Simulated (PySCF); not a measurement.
A structure optimised at PBE0-D3(BJ)/def2-TZVP, used in a PySCF frequency run:

```xyz
7

Mg     0.0000     0.0000     0.1014
C      0.0000     0.0000    -1.9719
H     -0.8811    -0.5087    -2.3744
H      0.8811    -0.5087    -2.3744
H      0.0000     1.0174    -2.3744
O      0.0000     0.0000     1.8656
H      0.0000     0.0000     2.8121
```

Q: Write its SMILES, formula and point group.

A: [CH3][Mg][OH], CH₄MgO, C3v

Q: What are its rotational constants (standard atomic weights)?

A: 161.47, 3.9209, 3.9209 GHz
